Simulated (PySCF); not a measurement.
PySCF input (TPSS/def2-TZVPD):

```python
from pyscf import gto, scf, dft

mol = gto.M(
    atom='''
    Al   -0.00000000   -0.00000000   -2.06753599
    I     0.00000000    0.00000000    0.50713147
    ''',
    basis='def2-tzvpd',
    ecp='def2-tzvp',
    charge=0,
    spin=0,
    verbose=4,
)

mf = dft.RKS(mol, xc='tpss').density_fit(auxbasis='def2-universal-jkfit')
mf.grids.level = 3
mf.conv_tol = 1e-9
mf.max_cycle = 100
mf.max_memory = 1500
mf.kernel()
if not mf.converged:
    mf = mf.newton()
    mf.kernel(mf.make_rdm1())
mf.analyze()
```

End of the output:

```
Extra cycle  E= -540.092820899823  delta_E= 2.56e-11  |g|= 9.38e-06  |ddm|= 2.29e-05
converged SCF energy = -540.092820899823
**** SCF Summaries ****
Total Energy =                        -540.092820899822641
Nuclear Repulsion Energy =              66.797983126333534
One-electron Energy =                 -988.472047658175597
Two-electron Energy =                  381.581243632019437
Two-electron Coulomb Energy =          422.311871231129487
DFT Exchange-Correlation Energy =      -40.730627599110058
HOMO-LUMO gap [eV] =                     3.367666846242046
**** MO energy ****
MO #1   energy= -55.6599404536272  occ= 2
MO #2   energy= -6.63309712498292  occ= 2
MO #3   energy= -4.68436391310478  occ= 2
MO #4   energy= -4.6821616367038   occ= 2
MO #5   energy= -4.68216163670372  occ= 2
MO #6   energy= -4.01974674767209  occ= 2
MO #7   energy= -2.58997163936568  occ= 2
MO #8   energy= -2.58997163936567  occ= 2
MO #9   energy= -2.58560627319203  occ= 2
MO #10  energy= -1.80056342630353  occ= 2
MO #11  energy= -1.79948752489455  occ= 2
MO #12  energy= -1.79948752489449  occ= 2
MO #13  energy= -1.79750081159089  occ= 2
MO #14  energy= -1.79749917130687  occ= 2
MO #15  energy= -0.629579759964656 occ= 2
MO #16  energy= -0.337282238440998 occ= 2
MO #17  energy= -0.247274678595146 occ= 2
MO #18  energy= -0.247274678594921 occ= 2
MO #19  energy= -0.219278226597344 occ= 2
MO #20  energy= -0.0955187516567123 occ= 0
MO #21  energy= -0.0955187516565909 occ= 0
MO #22  energy= -0.0252894499128703 occ= 0
MO #23  energy= 0.00233841261871541 occ= 0
MO #24  energy= 0.0255066382523383 occ= 0
MO #25  energy= 0.0255066382523815 occ= 0
MO #26  energy= 0.0271857294959901 occ= 0
MO #27  energy= 0.0436242299835243 occ= 0
MO #28  energy= 0.0436244555409421 occ= 0
MO #29  energy= 0.0601329098656035 occ= 0
MO #30  energy= 0.0656691080874497 occ= 0
MO #31  energy= 0.0656691080876561 occ= 0
MO #32  energy= 0.105632831561688  occ= 0
MO #33  energy= 0.113304073555908  occ= 0
MO #34  energy= 0.113304305127993  occ= 0
MO #35  energy= 0.118788935626248  occ= 0
MO #36  energy= 0.118788935626395  occ= 0
MO #37  energy= 0.13530541283999   occ= 0
MO #38  energy= 0.210064710407539  occ= 0
MO #39  energy= 0.210065456506771  occ= 0
MO #40  energy= 0.214658939874764  occ= 0
MO #41  energy= 0.214658939874808  occ= 0
MO #42  energy= 0.228915040836494  occ= 0
MO #43  energy= 0.242333562223322  occ= 0
MO #44  energy= 0.242333562223414  occ= 0
MO #45  energy= 0.273525112352229  occ= 0
MO #46  energy= 0.299944254425038  occ= 0
MO #47  energy= 0.29994425442513   occ= 0
MO #48  energy= 0.315354115897991  occ= 0
MO #49  energy= 0.351881595598019  occ= 0
MO #50  energy= 0.351883113409533  occ= 0
MO #51  energy= 0.386043526770976  occ= 0
MO #52  energy= 0.388000393293162  occ= 0
MO #53  energy= 0.38800039329331   occ= 0
MO #54  energy= 0.446129236517991  occ= 0
MO #55  energy= 0.676815964275256  occ= 0
MO #56  energy= 0.676817004730045  occ= 0
MO #57  energy= 0.693344783845971  occ= 0
MO #58  energy= 0.701836686970439  occ= 0
MO #59  energy= 0.70183668697047   occ= 0
MO #60  energy= 0.706180888445479  occ= 0
MO #61  energy= 0.706180888445483  occ= 0
MO #62  energy= 0.752855704510061  occ= 0
MO #63  energy= 0.767644727953395  occ= 0
MO #64  energy= 0.767651583612795  occ= 0
MO #65  energy= 0.814313646395621  occ= 0
MO #66  energy= 0.814313646395655  occ= 0
MO #67  energy= 0.840943805964583  occ= 0
MO #68  energy= 0.840943805964606  occ= 0
MO #69  energy= 0.904168289718509  occ= 0
MO #70  energy= 0.910462122877675  occ= 0
MO #71  energy= 0.91046570826166   occ= 0
MO #72  energy= 1.07688578994786   occ= 0
MO #73  energy= 1.076885789948     occ= 0
MO #74  energy= 1.08160185852833   occ= 0
MO #75  energy= 1.23823893193621   occ= 0
MO #76  energy= 1.23823893193627   occ= 0
MO #77  energy= 1.41873187446739   occ= 0
MO #78  energy= 1.47426393393946   occ= 0
MO #79  energy= 1.47428211666939   occ= 0
MO #80  energy= 1.49543570935809   occ= 0
MO #81  energy= 1.49543570935826   occ= 0
MO #82  energy= 1.56709502852677   occ= 0
MO #83  energy= 1.86304522942441   occ= 0
MO #84  energy= 1.86304522942444   occ= 0
MO #85  energy= 2.18888293594426   occ= 0
MO #86  energy= 2.99027740051905   occ= 0
MO #87  energy= 2.99027740051926   occ= 0
MO #88  energy= 3.00365922285995   occ= 0
MO #89  energy= 3.00368725793284   occ= 0
MO #90  energy= 3.08506558571993   occ= 0
MO #91  energy= 3.08506558572009   occ= 0
MO #92  energy= 3.16899726422064   occ= 0
MO #93  energy= 4.27052195897879   occ= 0
MO #94  energy= 6.60223070302929   occ= 0
MO #95  energy= 9.06166054740518   occ= 0
MO #96  energy= 9.06166054740538   occ= 0
MO #97  energy= 9.32532706920487   occ= 0
MO #98  energy= 34.4384408619324   occ= 0
MO #99  energy= 34.4384408619325   occ= 0
MO #100 energy= 34.5732277425073   occ= 0
MO #101 energy= 42.6817411346733   occ= 0
MO #102 energy= 118.095471760988   occ= 0

WARN: Weak orthogonality for localized orbitals 1.0843796111230746e-08

 ** Mulliken pop on meta-lowdin orthogonal AOs  **
 ** Mulliken pop  **
pop of  0 Al 1s           1.99999
pop of  0 Al 2s           1.99969
pop of  0 Al 3s           1.96225
pop of  0 Al 4s           0.02823
pop of  0 Al 5s           0.00294
pop of  0 Al 6s           0.01300
pop of  0 Al 2px          1.99976
pop of  0 Al 2py          1.99976
pop of  0 Al 2pz          1.99974
pop of  0 Al 3px          0.26962
pop of  0 Al 3py          0.26962
pop of  0 Al 3pz          0.91591
pop of  0 Al 4px          0.01217
pop of  0 Al 4py          0.01217
pop of  0 Al 4pz          0.01316
pop of  0 Al 5px          0.00458
pop of  0 Al 5py          0.00458
pop of  0 Al 5pz          0.00951
pop of  0 Al 6px          0.00023
pop of  0 Al 6py          0.00023
pop of  0 Al 6pz          0.00933
pop of  0 Al 3dxy         0.00000
pop of  0 Al 3dyz         0.09430
pop of  0 Al 3dz^2        0.13969
pop of  0 Al 3dxz         0.09430
pop of  0 Al 3dx2-y2      0.00026
pop of  0 Al 4dxy         0.00000
pop of  0 Al 4dyz         0.01498
pop of  0 Al 4dz^2        0.02676
pop of  0 Al 4dxz         0.01498
pop of  0 Al 4dx2-y2      0.00005
pop of  0 Al 5dxy         0.00001
pop of  0 Al 5dyz         0.04395
pop of  0 Al 5dz^2        0.00909
pop of  0 Al 5dxz         0.04395
pop of  0 Al 5dx2-y2      0.00108
pop of  0 Al 4f-3         0.00000
pop of  0 Al 4f-2         0.00000
pop of  0 Al 4f-1         0.03203
pop of  0 Al 4f+0         0.03896
pop of  0 Al 4f+1         0.03203
pop of  0 Al 4f+2         0.00001
pop of  0 Al 4f+3         0.00000
pop of  1 I 4s            1.77146
pop of  1 I 5s            1.90971
pop of  1 I 6s            0.09472
pop of  1 I 7s            0.05139
pop of  1 I 8s            0.02135
pop of  1 I 9s            0.00101
pop of  1 I 10s           0.09283
pop of  1 I 4px           0.02147
pop of  1 I 4py           0.33314
pop of  1 I 4pz           0.33314
pop of  1 I 5px           1.64182
pop of  1 I 5py           1.69003
pop of  1 I 5pz           1.69003
pop of  1 I 6px           0.18025
pop of  1 I 6py           1.49356
pop of  1 I 6pz           1.49356
pop of  1 I 7px           0.75147
pop of  1 I 7py           0.00796
pop of  1 I 7pz           0.00796
pop of  1 I 8px           0.14431
pop of  1 I 8py           0.00438
pop of  1 I 8pz           0.00438
pop of  1 I 9px           0.12346
pop of  1 I 9py           0.00028
pop of  1 I 9pz           0.00028
pop of  1 I 4dxy          1.40225
pop of  1 I 4dyz          1.40356
pop of  1 I 4dz^2         1.40225
pop of  1 I 4dxz          1.40305
pop of  1 I 4dx2-y2       1.99507
pop of  1 I 5dxy          0.22980
pop of  1 I 5dyz          0.23569
pop of  1 I 5dz^2         0.22980
pop of  1 I 5dxz          0.24763
pop of  1 I 5dx2-y2       0.00206
pop of  1 I 6dxy          0.18137
pop of  1 I 6dyz          0.19320
pop of  1 I 6dz^2         0.18137
pop of  1 I 6dxz          0.18369
pop of  1 I 6dx2-y2       0.00275
pop of  1 I 7dxy          0.18552
pop of  1 I 7dyz          0.19319
pop of  1 I 7dz^2         0.18552
pop of  1 I 7dxz          0.16423
pop of  1 I 7dx2-y2       0.00011
pop of  1 I 4f-3          0.00000
pop of  1 I 4f-2          0.00000
pop of  1 I 4f-1          0.00000
pop of  1 I 4f+0          0.00006
pop of  1 I 4f+1          0.00000
pop of  1 I 4f+2          0.00000
pop of  1 I 4f+3          0.00000
pop of  1 I 5f-3          0.00000
pop of  1 I 5f-2          0.00000
pop of  1 I 5f-1          0.00010
pop of  1 I 5f+0          0.00082
pop of  1 I 5f+1          0.00010
pop of  1 I 5f+2          0.00000
pop of  1 I 5f+3          0.00000
 ** Mulliken atomic charges  **
charge of    0Al =     -1.11288
charge of    1I =      1.11288
Dipole moment(X, Y, Z, Debye): -0.00000,  0.00000, -1.70640
```
